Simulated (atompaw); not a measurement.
**K: one change to a PAW (atompaw) potential, before and after**

atompaw 4.2.0.5 input, output lines left out:

```
K 19
GGA-PBE scalarrelativistic loggrid 1500 logderivrange -5 5 251
4 4 3 0 0 0
4 0 0.5
4 1 0
3 2 0
0 0 0
c
c
v
v
c
v
v
v
2
3.00 2.55 2.00 1.80
n
n
y
2.75
n
custom rrkj vanderbiltortho besselshape
bessel
1.35
2.15
2.00
2.40
3.00
3.00
```

Change: local potential bessel scheme, radius 2.76 bohr.

Cutoffs: the cutoffs (Ry, on a coarse ladder) from which the occupation-weighted sum of valence levels, in a spherical-Bessel basis at the reference potential, stays within 10 and 1 mRy of its value at 400 Ry; they do not see the model core or the augmentation charge, which bear on the density cutoff.

Q: What does the change do?

A: The potential gets neither clearly harder nor softer (21 Ry and 35 Ry → 21 Ry and 35 Ry); the range in which the d phases agree narrows (upper end at the end of the scan → 0.1); neither file shows a bound ghost.

| quantity | base | changed |
| --- | --- | --- |
| cutoff, loose | 21 Ry | 21 Ry |
| cutoff, tight | 35 Ry | 35 Ry |
| bound ghosts | none | none |
| s: phases at 3.01 bohr within 0.05 rad from the reference energy up to (Ry; the scan ends near 5) | 4.3 | 4.2 |
| p: phases at 3.01 bohr within 0.05 rad from the reference energy up to (Ry; the scan ends near 5) | to the end of the scan | 4.6 |
| d: phases at 3.01 bohr within 0.05 rad from the reference energy up to (Ry; the scan ends near 5) | to the end of the scan | 0.1 |
| lowest overlap eigenvalue by channel | s 0.09, p 0.13, d 0.84 | s 0.13, p 0.13, d 0.89 |

 The cutoffs see the waves, projectors and local potential, not the compensation charge or the core.
